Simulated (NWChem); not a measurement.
Species: C2H3ClFNSi; SMILES C#C[Si@@](N)(F)Cl

```xyz
9

C      1.0440     2.6815     0.0369
C      0.4890     1.6029     0.0131
Si    -0.3427    -0.0048    -0.0198
N     -1.3574    -0.1627     1.3341
F     -1.0925    -0.1173    -1.4408
Cl     1.0029    -1.5660     0.0165
H      1.5373     3.6287     0.0564
H     -1.7182    -1.0614     1.6280
H     -1.9342     0.6102     1.6419
```
Atoms are numbered in this order, from 1.

All runs: NWChem. Geometry: optimised at B3LYP/6-31G* (spherical d). Level B3LYP/def2-SVP: energy and gradient on several grids; changes count from the extra-fine grid, which is no exact limit either.

```csv
grid,size of the energy change (μHa),largest change of a gradient component (μHa/bohr),"time, medium = 1 (rough)"
xcoarse,4000,3000,about 1
coarse,< 10,200,about 1
medium,< 10,< 30,about 1
fine,< 10,< 30,about 1
xfine,< 10,< 30,2
```
